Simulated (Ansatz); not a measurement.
```yaml
crystal:
  periodic: [false, false, false]
  atoms:
    - {symbol: Cu, position_ang: [-1.251865, 0.121690, -1.158720]}
    - {symbol: Cu, position_ang: [-1.106693, -0.646461, 1.127562]}
    - {symbol: Cu, position_ang: [1.106705, 0.645559, -1.128067]}
    - {symbol: Cu, position_ang: [1.251632, -0.120757, 1.159021]}
    - {symbol: Te, position_ang: [0.419788, -1.845490, -0.645166]}
    - {symbol: Te, position_ang: [-0.419576, 1.845469, 0.645369]}
basis:
  gaussian: {orbitals: def2-TZVP, initial_orbitals: start.molden}
total_charge: 1
magnetization: {spin_polarized: true, initial_magnetization: 1}
hamiltonian: {xc: pbe0, dispersion: d4}
scf: {omitted_lower_state_checks: [starts]}
output: {orbitals: {seedname: orbitals}}
```

The file start.molden holds the orbitals of an earlier run on this structure, at another level or in another basis.

```sh
$ ansatz run in.yaml --threads 4 --pin off --events-out ev --progress --plain --max-ram 4787MiB
```

**Question.** Does this run fit into the memory that it is given?

**Answer.** No. It has 280 basis functions, and Ansatz plans for 5.17 GiB where 4.67 GiB are given.
